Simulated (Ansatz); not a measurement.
C$_{2}$H$_{6}$S$_{2}$Si (`CS[Si]SC`), relaxed with RKS PBE-D4/def2-SVP in Ansatz from a rough embedded geometry. The force threshold is 0.03 eV/Å; the program also tests the step.

The species carries charge 0 and has multiplicity 1.

Start:

```xyz
11

C    -1.117   -0.022    1.985
S    -1.147    1.232    0.739
Si    0.941    1.580    0.362
S     1.777   -0.108   -0.535
C     0.916   -0.374   -2.059
H    -2.171   -0.319    2.250
H    -0.588    0.248    2.850
H    -0.689   -0.969    1.529
H     0.980    0.515   -2.682
H     1.283   -1.233   -2.572
H    -0.185   -0.550   -1.865
```

Question: By how much does the energy fall, and how many steps does the optimiser take? (An estimate is asked.)

Answer: Computed: 1.05 eV, in 17 steps.

Question: Which bonds change most? (Estimate.)

Answer: Ansatz gave: Si3–S4 from 2.086 to 2.174 Å; C1–S2 from 1.768 to 1.838 Å; S4–C5 from 1.770 to 1.838 Å; C1–H7 from 1.049 to 1.106 Å.

Question: Give the relaxed structure. (Estimate.)

Answer: The calculation gave: 
```xyz
11

C    -1.022   -0.291    1.252
S    -0.970    1.543    1.146
Si    0.990    2.276    0.553
S     1.944    0.696   -0.596
C     0.721   -0.400   -1.421
H    -1.597   -0.533    2.166
H     0.000   -0.704    1.343
H    -1.532   -0.731    0.376
H     1.104   -0.579   -2.444
H     0.629   -1.369   -0.894
H    -0.267    0.093   -1.481
```
